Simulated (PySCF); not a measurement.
A structure optimised at PBE0-D3(BJ)/def2-SVP, used in a PySCF frequency run:

```
Ti
F 1 1.7305
S 1 2.2547 2 113.54
H 3 1.3580 1 89.63 2 -47.04
S 1 2.2598 2 111.86 4 141.50
H 5 1.3560 1 88.18 2 153.96
S 1 2.2683 2 111.73 4 -94.87
H 7 1.3579 1 90.00 2 -42.02
```

Question: Write its SMILES and formula.

Answer: [F][Ti]([SH])([SH])[SH], FH₃S₃Ti

Question: What are its rotational constants (standard atomic weights)?

Answer: 1.5453, 1.4785, 1.1555 GHz
